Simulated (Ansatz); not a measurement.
`F[CH2][SnH2][Br]` + H–F → `F[CH2][SnH2][F]` + HBr at 600 K and 1 bar (ligand exchange at the Sn–Br bond).

Calculated with Ansatz (gas phase, PBE0-D4/def2-TZVP geometries, no zero-point term in ΔE). CBS: MP2 limit from def2 TZ/QZ plus the TZ coupled-cluster correction, frozen cores. This one scheme is used for every species. Elements past krypton have def2 core potentials. For Br, Sn outer-core shells are correlated without core-valence functions, which leaves a few kJ/mol of doubt a bond. Scalar relativity is left out up to krypton. Each species was taken in one conformer, which may not be the lowest.

| species | CCSD(T)/CBS energy (Eh) | H − E (kJ/mol) | S (J/(mol·K)) |
| --- | --- | --- | --- |
| `F[CH2][SnH2][Br]` | -2927.60980 | 169.3 | 447.2 |
| H–F | -100.39570 | 42.3 | 194.0 |
| `F[CH2][SnH2][F]` | -454.06536 | 170.3 | 424.2 |
| HBr | -2573.91920 | 33.5 | 219.1 |

H − E and S are ideal-gas, rigid-rotor, harmonic terms from PBE0-D4/def2-TZVP, for one conformer and one mirror image of each species. 1 Eh = 2625.50 kJ/mol, R = 8.31446 J/(mol·K).

By hand: ΔE, ΔH, ΔS and ΔG.

ΔE = (-454.06536) + (-2573.91920) − (-2927.60980) − (-100.39570) = 0.02094 Eh = 55.0 kJ/mol. Δ(H − E) = 170.3 + 33.5 − 169.3 − 42.3 = -7.8, so ΔH = 47.2 kJ/mol. ΔS = 424.2 + 219.1 − 447.2 − 194.0 = 2.1 J/(mol·K). ΔG = 47.2 − 600 × (2.1)/1000 = 45.9 kJ/mol.

By hand: the equilibrium constant, and the temperature at which ΔG would vanish if ΔH and ΔS stayed fixed.

log₁₀ K = −ΔG/(RT ln 10) = -4.0. ΔG = 0 at ΔH/ΔS = 22476 K, far beyond where these terms or the molecules hold.

The number of gas molecules stays the same, so ΔS is small and ΔH decides. A doubt of 5 kJ/mol in ΔE shifts log₁₀ K by 0.4 here. Other conformers and mirror images would add mixing entropy, several J/(mol·K) or more a flexible species. Modes under 60 cm⁻¹, often nearly free rotors, make the harmonic entropy too high. These are equilibria of isolated gas molecules and say nothing of rates. Largest T1 diagnostic: 0.013 (customary marks: 0.02 for closed shells, 0.045 for open ones).
